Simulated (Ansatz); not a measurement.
**Molecular dynamics of CH$_{5}$SSb**

input.yaml

```yaml
crystal:
  periodic: [false, false, false]
  atoms:
    - { symbol: C, position_ang: [-0.837233, 0.877493, -0.411404] }
    - { symbol: Sb, position_ang: [1.237883, 0.487208, -1.060956] }
    - { symbol: S, position_ang: [1.632099, -1.306443, 1.134117] }
    - { symbol: H, position_ang: [-0.877799, 1.448018, 0.527355] }
    - { symbol: H, position_ang: [-1.442914, -0.037457, -0.33806] }
    - { symbol: H, position_ang: [-1.267649, 1.504021, -1.212185] }
    - { symbol: H, position_ang: [1.324589, -1.715941, -0.174983] }
    - { symbol: H, position_ang: [0.323223, -1.314099, 1.480317] }
basis:
  gaussian: { orbitals: def2-SVP }
hamiltonian:
  xc: b3lyp
md:
  timestep: 0.5
  n_steps: 200
  ensemble: nve
  temperature: 100.0
  initial_velocities: maxwell_boltzmann
  seed: 5950
```

Launched with:

```bash
$ ansatz run input.yaml --threads 2 --pin off --max-ram 3072MiB --backend cpu --events-out ev --progress --plain --runs-dir out
```

It starts at the highest image of a converged band. Of that band: The profile has 2 maxima (images 5, 8) with wells between them (image 6): this band takes more than one step, which may be the mechanism or a detour left from its start path. A vibrational analysis at the climbing image gives one clearly imaginary mode, 257i cm⁻¹: a first-order saddle point.

Output, in part (one step line in 3, the closing report, with atoms numbered from 0):

```
md step     0: t =     0.00 fs  T =   100.0 K  F+E_penalty+E_count = -18488.47741260 eV  E_kin = 0.077556 eV  conserved = -18488.39985660 eV  (28 SCF iters)
md step     3: t =     1.50 fs  T =    82.4 K  F+E_penalty+E_count = -18488.46350794 eV  E_kin = 0.063868 eV  conserved = -18488.39963984 eV  (27 SCF iters)
md step     6: t =     3.00 fs  T =    59.7 K  F+E_penalty+E_count = -18488.44576945 eV  E_kin = 0.046302 eV  conserved = -18488.39946739 eV  (26 SCF iters)
md step     9: t =     4.50 fs  T =    58.6 K  F+E_penalty+E_count = -18488.44508535 eV  E_kin = 0.045451 eV  conserved = -18488.39963439 eV  (26 SCF iters)
md step    12: t =     6.00 fs  T =    56.7 K  F+E_penalty+E_count = -18488.44367852 eV  E_kin = 0.043991 eV  conserved = -18488.39968738 eV  (26 SCF iters)
md step    15: t =     7.50 fs  T =    47.6 K  F+E_penalty+E_count = -18488.43642391 eV  E_kin = 0.036944 eV  conserved = -18488.39947951 eV  (26 SCF iters)
md step    18: t =     9.00 fs  T =    59.5 K  F+E_penalty+E_count = -18488.44567279 eV  E_kin = 0.046108 eV  conserved = -18488.39956473 eV  (26 SCF iters)
md step    21: t =    10.50 fs  T =    79.2 K  F+E_penalty+E_count = -18488.46123782 eV  E_kin = 0.061443 eV  conserved = -18488.39979481 eV  (29 SCF iters)
md step    24: t =    12.00 fs  T =    73.3 K  F+E_penalty+E_count = -18488.45649311 eV  E_kin = 0.056821 eV  conserved = -18488.39967165 eV  (26 SCF iters)
md step    27: t =    13.50 fs  T =    57.4 K  F+E_penalty+E_count = -18488.44405320 eV  E_kin = 0.044533 eV  conserved = -18488.39952023 eV  (27 SCF iters)
md step    30: t =    15.00 fs  T =    54.2 K  F+E_penalty+E_count = -18488.44167259 eV  E_kin = 0.042041 eV  conserved = -18488.39963129 eV  (26 SCF iters)
md step    33: t =    16.50 fs  T =    49.1 K  F+E_penalty+E_count = -18488.43777181 eV  E_kin = 0.038093 eV  conserved = -18488.39967912 eV  (26 SCF iters)
md step    36: t =    18.00 fs  T =    37.0 K  F+E_penalty+E_count = -18488.42818942 eV  E_kin = 0.028697 eV  conserved = -18488.39949222 eV  (26 SCF iters)
md step    39: t =    19.50 fs  T =    44.3 K  F+E_penalty+E_count = -18488.43385907 eV  E_kin = 0.034336 eV  conserved = -18488.39952271 eV  (26 SCF iters)
md step    42: t =    21.00 fs  T =    65.6 K  F+E_penalty+E_count = -18488.45065280 eV  E_kin = 0.050904 eV  conserved = -18488.39974859 eV  (27 SCF iters)
md step    45: t =    22.50 fs  T =    68.8 K  F+E_penalty+E_count = -18488.45300093 eV  E_kin = 0.053328 eV  conserved = -18488.39967342 eV  (26 SCF iters)
md step    48: t =    24.00 fs  T =    62.0 K  F+E_penalty+E_count = -18488.44767024 eV  E_kin = 0.048109 eV  conserved = -18488.39956153 eV  (26 SCF iters)
md step    51: t =    25.50 fs  T =    61.1 K  F+E_penalty+E_count = -18488.44705056 eV  E_kin = 0.047366 eV  conserved = -18488.39968481 eV  (26 SCF iters)
md step    54: t =    27.00 fs  T =    49.5 K  F+E_penalty+E_count = -18488.43812732 eV  E_kin = 0.038425 eV  conserved = -18488.39970187 eV  (27 SCF iters)
md step    57: t =    28.50 fs  T =    27.2 K  F+E_penalty+E_count = -18488.42057577 eV  E_kin = 0.021098 eV  conserved = -18488.39947792 eV  (26 SCF iters)
md step    60: t =    30.00 fs  T =    27.1 K  F+E_penalty+E_count = -18488.42052368 eV  E_kin = 0.021038 eV  conserved = -18488.39948594 eV  (26 SCF iters)
md step    63: t =    31.50 fs  T =    47.4 K  F+E_penalty+E_count = -18488.43650802 eV  E_kin = 0.036771 eV  conserved = -18488.39973669 eV  (27 SCF iters)
md step    66: t =    33.00 fs  T =    52.1 K  F+E_penalty+E_count = -18488.44005676 eV  E_kin = 0.040381 eV  conserved = -18488.39967595 eV  (27 SCF iters)
md step    69: t =    34.50 fs  T =    47.0 K  F+E_penalty+E_count = -18488.43598373 eV  E_kin = 0.036441 eV  conserved = -18488.39954237 eV  (26 SCF iters)
md step    72: t =    36.00 fs  T =    50.5 K  F+E_penalty+E_count = -18488.43884758 eV  E_kin = 0.039177 eV  conserved = -18488.39967036 eV  (27 SCF iters)
md step    75: t =    37.50 fs  T =    45.0 K  F+E_penalty+E_count = -18488.43466884 eV  E_kin = 0.034932 eV  conserved = -18488.39973707 eV  (26 SCF iters)
md step    78: t =    39.00 fs  T =    22.3 K  F+E_penalty+E_count = -18488.41681015 eV  E_kin = 0.017282 eV  conserved = -18488.39952804 eV  (26 SCF iters)
md step    81: t =    40.50 fs  T =    14.2 K  F+E_penalty+E_count = -18488.41043518 eV  E_kin = 0.010996 eV  conserved = -18488.39943944 eV  (25 SCF iters)
md step    84: t =    42.00 fs  T =    33.1 K  F+E_penalty+E_count = -18488.42535493 eV  E_kin = 0.025681 eV  conserved = -18488.39967419 eV  (25 SCF iters)
md step    87: t =    43.50 fs  T =    45.9 K  F+E_penalty+E_count = -18488.43530159 eV  E_kin = 0.035604 eV  conserved = -18488.39969792 eV  (25 SCF iters)
md step    90: t =    45.00 fs  T =    46.8 K  F+E_penalty+E_count = -18488.43581750 eV  E_kin = 0.036260 eV  conserved = -18488.39955767 eV  (29 SCF iters)
md step    93: t =    46.50 fs  T =    53.8 K  F+E_penalty+E_count = -18488.44139207 eV  E_kin = 0.041738 eV  conserved = -18488.39965440 eV  (25 SCF iters)
md step    96: t =    48.00 fs  T =    54.0 K  F+E_penalty+E_count = -18488.44166408 eV  E_kin = 0.041916 eV  conserved = -18488.39974816 eV  (25 SCF iters)
md step    99: t =    49.50 fs  T =    35.0 K  F+E_penalty+E_count = -18488.42671127 eV  E_kin = 0.027126 eV  conserved = -18488.39958541 eV  (25 SCF iters)
md step   102: t =    51.00 fs  T =    21.9 K  F+E_penalty+E_count = -18488.41642534 eV  E_kin = 0.016956 eV  conserved = -18488.39946963 eV  (26 SCF iters)
md step   105: t =    52.50 fs  T =    31.3 K  F+E_penalty+E_count = -18488.42394199 eV  E_kin = 0.024295 eV  conserved = -18488.39964715 eV  (27 SCF iters)
md step   108: t =    54.00 fs  T =    39.7 K  F+E_penalty+E_count = -18488.43047947 eV  E_kin = 0.030826 eV  conserved = -18488.39965336 eV  (26 SCF iters)
md step   111: t =    55.50 fs  T =    44.8 K  F+E_penalty+E_count = -18488.43426265 eV  E_kin = 0.034724 eV  conserved = -18488.39953900 eV  (26 SCF iters)
md step   114: t =    57.00 fs  T =    60.2 K  F+E_penalty+E_count = -18488.44638326 eV  E_kin = 0.046708 eV  conserved = -18488.39967552 eV  (26 SCF iters)
md step   117: t =    58.50 fs  T =    66.7 K  F+E_penalty+E_count = -18488.45150998 eV  E_kin = 0.051749 eV  conserved = -18488.39976085 eV  (26 SCF iters)
md step   120: t =    60.00 fs  T =    51.8 K  F+E_penalty+E_count = -18488.43978703 eV  E_kin = 0.040189 eV  conserved = -18488.39959798 eV  (27 SCF iters)
md step   123: t =    61.50 fs  T =    40.2 K  F+E_penalty+E_count = -18488.43067249 eV  E_kin = 0.031168 eV  conserved = -18488.39950497 eV  (27 SCF iters)
md step   126: t =    63.00 fs  T =    45.3 K  F+E_penalty+E_count = -18488.43480189 eV  E_kin = 0.035130 eV  conserved = -18488.39967222 eV  (27 SCF iters)
md step   129: t =    64.50 fs  T =    44.9 K  F+E_penalty+E_count = -18488.43450434 eV  E_kin = 0.034856 eV  conserved = -18488.39964879 eV  (27 SCF iters)
md step   132: t =    66.00 fs  T =    43.1 K  F+E_penalty+E_count = -18488.43290329 eV  E_kin = 0.033435 eV  conserved = -18488.39946792 eV  (26 SCF iters)
md step   135: t =    67.50 fs  T =    63.6 K  F+E_penalty+E_count = -18488.44897030 eV  E_kin = 0.049343 eV  conserved = -18488.39962692 eV  (29 SCF iters)
md step   138: t =    69.00 fs  T =    83.2 K  F+E_penalty+E_count = -18488.46433486 eV  E_kin = 0.064524 eV  conserved = -18488.39981092 eV  (27 SCF iters)
md step   141: t =    70.50 fs  T =    73.7 K  F+E_penalty+E_count = -18488.45681963 eV  E_kin = 0.057149 eV  conserved = -18488.39967046 eV  (26 SCF iters)
md step   144: t =    72.00 fs  T =    55.6 K  F+E_penalty+E_count = -18488.44266039 eV  E_kin = 0.043150 eV  conserved = -18488.39950997 eV  (26 SCF iters)
md step   147: t =    73.50 fs  T =    52.6 K  F+E_penalty+E_count = -18488.44043576 eV  E_kin = 0.040782 eV  conserved = -18488.39965368 eV  (26 SCF iters)
md step   150: t =    75.00 fs  T =    46.1 K  F+E_penalty+E_count = -18488.43545177 eV  E_kin = 0.035774 eV  conserved = -18488.39967774 eV  (26 SCF iters)
md step   153: t =    76.50 fs  T =    34.9 K  F+E_penalty+E_count = -18488.42651707 eV  E_kin = 0.027065 eV  conserved = -18488.39945249 eV  (26 SCF iters)
md step   156: t =    78.00 fs  T =    49.1 K  F+E_penalty+E_count = -18488.43761523 eV  E_kin = 0.038048 eV  conserved = -18488.39956752 eV  (26 SCF iters)
md step   159: t =    79.50 fs  T =    71.9 K  F+E_penalty+E_count = -18488.45556550 eV  E_kin = 0.055773 eV  conserved = -18488.39979223 eV  (26 SCF iters)
md step   162: t =    81.00 fs  T =    69.7 K  F+E_penalty+E_count = -18488.45377189 eV  E_kin = 0.054093 eV  conserved = -18488.39967857 eV  (25 SCF iters)
md step   165: t =    82.50 fs  T =    58.1 K  F+E_penalty+E_count = -18488.44459685 eV  E_kin = 0.045078 eV  conserved = -18488.39951850 eV  (26 SCF iters)
md step   168: t =    84.00 fs  T =    60.2 K  F+E_penalty+E_count = -18488.44638659 eV  E_kin = 0.046727 eV  conserved = -18488.39965977 eV  (26 SCF iters)
md step   171: t =    85.50 fs  T =    57.0 K  F+E_penalty+E_count = -18488.44391519 eV  E_kin = 0.044187 eV  conserved = -18488.39972837 eV  (26 SCF iters)
md step   174: t =    87.00 fs  T =    40.7 K  F+E_penalty+E_count = -18488.43106390 eV  E_kin = 0.031579 eV  conserved = -18488.39948458 eV  (26 SCF iters)
md step   177: t =    88.50 fs  T =    45.8 K  F+E_penalty+E_count = -18488.43501207 eV  E_kin = 0.035518 eV  conserved = -18488.39949399 eV  (26 SCF iters)
md step   180: t =    90.00 fs  T =    71.3 K  F+E_penalty+E_count = -18488.45502677 eV  E_kin = 0.055304 eV  conserved = -18488.39972231 eV  (26 SCF iters)
md step   183: t =    91.50 fs  T =    83.4 K  F+E_penalty+E_count = -18488.46435344 eV  E_kin = 0.064653 eV  conserved = -18488.39970063 eV  (26 SCF iters)
md step   186: t =    93.00 fs  T =    83.5 K  F+E_penalty+E_count = -18488.46428644 eV  E_kin = 0.064725 eV  conserved = -18488.39956140 eV  (26 SCF iters)
md step   189: t =    94.50 fs  T =    91.3 K  F+E_penalty+E_count = -18488.47046599 eV  E_kin = 0.070813 eV  conserved = -18488.39965307 eV  (27 SCF iters)
md step   192: t =    96.00 fs  T =    94.2 K  F+E_penalty+E_count = -18488.47281432 eV  E_kin = 0.073067 eV  conserved = -18488.39974781 eV  (27 SCF iters)
md step   195: t =    97.50 fs  T =    81.8 K  F+E_penalty+E_count = -18488.46297624 eV  E_kin = 0.063469 eV  conserved = -18488.39950705 eV  (26 SCF iters)
md step   198: t =    99.00 fs  T =    88.8 K  F+E_penalty+E_count = -18488.46830052 eV  E_kin = 0.068838 eV  conserved = -18488.39946293 eV  (26 SCF iters)
md step   200: t =   100.00 fs  T =   109.9 K  F+E_penalty+E_count = -18488.48485451 eV  E_kin = 0.085213 eV  conserved = -18488.39964130 eV  (29 SCF iters)
Total energy: -18488.48507141 eV, -679.4392944291 hartree
Atom 0 at    -0.845004     0.898626    -0.434563 Å, force     0.119721     0.035004    -0.110236 eV/Å
Atom 1 at     1.236484     0.478484    -1.047615 Å, force     0.099693     0.255367    -0.276064 eV/Å
Atom 2 at     1.635392    -1.270176     1.087681 Å, force     0.019686     0.032449     0.121572 eV/Å
Atom 3 at    -0.879275     1.314014     0.575029 Å, force    -0.011004     0.513046     0.084155 eV/Å
Atom 4 at    -1.499323     0.027281    -0.430722 Å, force    -0.215960    -0.348940    -0.317609 eV/Å
Atom 5 at    -1.201135     1.628410    -1.198755 Å, force     0.029898    -0.180664     0.444539 eV/Å
Atom 6 at     1.469736    -2.116224     0.049546 Å, force    -0.024285    -0.257937     0.046229 eV/Å
Atom 7 at     0.326298    -1.320410     1.428749 Å, force    -0.017749    -0.048325     0.007413 eV/Å
Dipole moment:    -0.175115    -0.542913     0.449938 e Å
```

The run went to its last step. The conserved energy stayed within 0.055 meV per atom of its start (net change 0.027 meV per atom), so the integration is sound. A run of 0.1 ps of so small a system gives no equilibrium averages. The orbitals stay closed-shell, which can raise the energy where a bond breaks towards radicals; this wasn't checked here.

The step under study would form S3–H7 and break Sb2–H7. These pairs go: S3–H7 1.41 → 1.35 Å, Sb2–H7 2.38 → 2.83 Å. In the last frame they stand as after the step (other bonds may differ from the relaxed reactants and products). It ends as one piece, CH5SSb. Pairs count as bonded within 1.25 times the sum of covalent radii (0.12 Å more for H–H).

Last frame:

```xyz
8
Properties=species:S:1:pos:R:3
C -0.845 0.899 -0.435
Sb 1.236 0.478 -1.048
S 1.635 -1.270 1.088
H -0.879 1.314 0.575
H -1.499 0.027 -0.431
H -1.201 1.628 -1.199
H 1.470 -2.116 0.050
H 0.326 -1.320 1.429
```

The run took 2.6 min on 2 threads of AMD EPYC 9R45 96-Core Processor (Zen 5), with other jobs on the host, peak memory 0.19 GiB.
